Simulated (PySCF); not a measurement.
Compound: C8H7N.
Atom-mapped SMILES: `[CH2:1]=[C:2]1[CH:3]=[CH:4]/[C:5]1=[CH:6]/[CH2:7][C:8]#[N:9]`

Cartesian coordinates in Å at the GFN2-xTB level; atoms count from 1:
```xyz
16
C8H7N angstrom
C     -1.4549    1.5553    0.5312
C     -1.3655    0.2780    0.2043
C     -2.3135   -0.8488    0.1490
C     -1.3588   -1.7196   -0.2430
C     -0.3090   -0.6885   -0.2409
C      0.9816   -0.6799   -0.5398
C      1.8691    0.5317   -0.4822
C      2.8643    0.3628    0.5492
N      3.6486    0.2114    1.3665
H     -2.3971    1.9811    0.8346
H     -0.6126    2.2250    0.5213
H     -3.3645   -0.9238    0.3541
H     -1.3408   -2.7676   -0.4742
H      1.4655   -1.6014   -0.8382
H      1.2888    1.4301   -0.2670
H      2.3912    0.6632   -1.4364
```

NICS = −σ at a ghost point: NICS(0) at the centroid of the ring atoms, NICS(1) 1 Å to either side along the normal of their mean plane, zz for the tensor component along that normal. Level: GIAO PBE0/pcSseg-1 (PySCF, non-relativistic, gas phase) on the GFN2-xTB geometry, one conformer.

Ring bond lengths (Å), with Mayer bond orders in brackets: C2–C3 1.474 (1.03), C3–C4 1.350 (1.63), C4–C5 1.472 (1.04), C5–C2 1.500 (0.96).

Q: What do the NICS probes read (ppm)?

A: 
```csv
ring,type,NICS(0),"NICS(1), two faces","NICS(1)zz, two faces",rms pucker (Å),"centre to ring atoms, mean (Å)"
C2–C3–C4–C5,"4-membered carbocycle; formal bonds 1 double, 3 single",5.4,-2.2 / -2.2,4.0 / 4.1,0.00,1.02
```

Q: What do they say, and how far can they be read as aromaticity?

A: 
- C2–C3–C4–C5: mean NICS(1)zz 4.1 ppm, deshielded. NICS(0) lies 8 ppm above the mean NICS(1).

Q: How equal are the bonds by HOMA? HOMA takes Krygowski's 1993 parameters.

A: 
- C2–C3–C4–C5: HOMA -0.81 = 1 − EN − GEO, with mean bond length 1.449 Å, EN = α(Ropt − mean)² = 0.951 and GEO = α × variance = 0.863.

Q: What field does 7.05 T along the ring normal induce along that normal at the second NICS(1) probe listed for ring C2–C3–C4–C5, 1 Å off the ring?

A: NICSzz × B0 = 4.1 ppm × 7.05 T = 29 μT, along the applied field.

On Intel Xeon at 2.50 GHz, one thread, on a shared host, this took 83 s of wall time and 0.84 GiB of memory at its peak. This is the whole shielding run at PBE0/pcSseg-1, SCF included.
